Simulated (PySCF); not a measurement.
A PySCF script (with the pyscf-properties extension) for the NMR shieldings of SMILES CC[C@@H]1CP1[SiH2]C, C₅H₁₃PSi, on a GFN2-xTB geometry:

```python
import basis_set_exchange as bse
import numpy as np
from pyscf import gto, dft
from pyscf.prop import nmr

atoms = """
C    -3.241929    0.250490    0.729486
C    -1.873802   -0.214942    1.220301
C    -0.815532    0.030281    0.170359
C    -0.652851   -0.956561   -0.939612
P     0.760550   -0.951198    0.254087
Si    2.125112    0.492169   -0.798941
C     3.880591    0.140613   -0.177502
H    -4.000332    0.072204    1.487814
H    -3.522973   -0.283698   -0.175366
H    -3.221955    1.315315    0.506792
H    -1.611897    0.322100    2.135359
H    -1.907905   -1.280981    1.457992
H    -0.712280    1.077181   -0.101221
H    -0.481170   -0.591553   -1.943318
H    -1.278441   -1.840006   -0.901457
H     1.763256    1.892488   -0.517017
H     2.058292    0.331316   -2.261686
H     4.596279    0.802772   -0.652462
H     3.954191    0.284003    0.896399
H     4.177647   -0.881314   -0.393043
"""
names = dict.fromkeys(["C", "P", "Si", "H"], "pcSseg-1")
basis = {el: gto.basis.parse(bse.get_basis(n, elements=[el], fmt="nwchem")) for el, n in names.items()}
mol = gto.M(atom=atoms, basis=basis, charge=0, verbose=0)
mf = dft.RKS(mol, xc="PBE0")
mf.grids.level = 2
mf.grids.alignment = dft.numint.BLKSIZE   # the property module wants whole blocks of grid points
mf.conv_tol = 1e-9
mf.kernel()

calc = nmr.RKS(mf)   # GIAO
C = mf.mo_coeff
Co = C[:, mf.mo_occ > 0]
resp = mf.gen_response(singlet=True, hermi=2)
def vind(x):   # induced exchange potential for any number of trial vectors
    d = np.einsum("pi,xij,qj->xpq", C, 2 * x.reshape(-1, C.shape[1], Co.shape[1]), Co, optimize=True)
    return np.einsum("xpq,pi,qj->xij", resp(d - d.transpose(0, 2, 1)), C, Co, optimize=True).ravel()
mo1, _ = nmr.rhf.solve_mo1(calc, with_cphf=vind)
sigma = calc.kernel(mo1)
for i, s in enumerate(sigma):   # ppm
    w = np.linalg.eigvalsh((s + s.T) / 2)
    print("%2d %-2s iso %8.1f  s11 %8.1f  s22 %8.1f  s33 %8.1f" % (i, mol.atom_pure_symbol(i), w.mean(), *w))
```

**Question.** What are the results?

**Answer.** 
```
 0 C  iso    169.4  s11    156.5  s22    163.6  s33    187.9
 1 C  iso    152.0  s11    135.5  s22    147.9  s33    172.4
 2 C  iso    155.3  s11    117.5  s22    156.4  s33    192.0
 3 C  iso    166.8  s11    142.2  s22    164.2  s33    194.2
 4 P  iso    652.3  s11    451.0  s22    539.9  s33    966.0
 5 Si iso    377.7  s11    336.1  s22    351.8  s33    445.2
 6 C  iso    191.6  s11    186.3  s22    189.7  s33    198.9
 7 H  iso     30.5  s11     25.6  s22     27.2  s33     38.7
 8 H  iso     30.6  s11     25.5  s22     30.3  s33     35.8
 9 H  iso     30.6  s11     26.4  s22     28.9  s33     36.5
10 H  iso     29.3  s11     23.2  s22     29.3  s33     35.5
11 H  iso     31.1  s11     25.5  s22     31.4  s33     36.5
12 H  iso     30.2  s11     23.0  s22     30.5  s33     37.2
13 H  iso     30.4  s11     24.3  s22     27.6  s33     39.2
14 H  iso     30.7  s11     25.7  s22     26.5  s33     40.0
15 H  iso     27.7  s11     23.1  s22     27.5  s33     32.4
16 H  iso     27.8  s11     23.4  s22     27.1  s33     32.9
17 H  iso     31.5  s11     26.3  s22     27.9  s33     40.2
18 H  iso     31.4  s11     26.7  s22     29.8  s33     37.8
19 H  iso     31.4  s11     26.7  s22     29.6  s33     38.0
```

These numbers come from an equivalent density-fitted implementation of the same equations, which agrees with the script to about 0.01 ppm for H and up to a few tenths of a ppm for heavy atoms, so last digits may differ.

Size and cost of the density-fitted run: 198 basis functions, about 90 core-seconds.
